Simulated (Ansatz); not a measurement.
Reactions of CH2OS2 (`O=CSS`).

Program: Ansatz. Geometries: PBE0-D4/def2-TZVP. ΔE: electronic, gas phase. CCSD(T)/CBS is the MP2 limit (def2-TZVPP, def2-QZVPP) plus CCSD(T) − MP2 in def2-TZVPP, frozen cores. This one scheme is used for every species, atoms too. Functionals use def2-TZVPP. No spin–orbit coupling; open shells (•) take unrestricted orbitals. Spin–orbit coupling would lower the free atoms: a little for C, O, S. For Se outer-core shells are correlated without core-valence functions, so the limit isn't a true one: a few kJ/mol of doubt a bond, and 10 to 20 or more in all where bonds break to atoms. Scalar relativity is left out up to krypton. Each species was taken in one conformer, which may not be the lowest.

```json
{"reaction": "`O=CSS` → `OC(=S)S`", "CCSD(T)/CBS(def2) (kcal/mol)": "-1.4"}
{"reaction": "`O=CSS` + `NC=O` → `NC(=O)C=O` + `SS`", "CCSD(T)/CBS(def2) (kcal/mol)": "2.2"}
{"reaction": "`O=CSS` + `O=C(S)[SeH]` → `O=C[Se]C(=O)S` + `SS`", "CCSD(T)/CBS(def2) (kcal/mol)": "?"}
{"reaction": "`O=CSS` → C• + 2 H• + O• + 2 S•", "CCSD(T)/CBS(def2) (kcal/mol)": "504.9"}
```

Fill in the missing values. (Estimate.)

Computed: `O=CSS` + `O=C(S)[SeH]` → `O=C[Se]C(=O)S` + `SS`: +4.9 kcal/mol.

Largest T1 diagnostic: 0.017, for `OC(=S)S`.
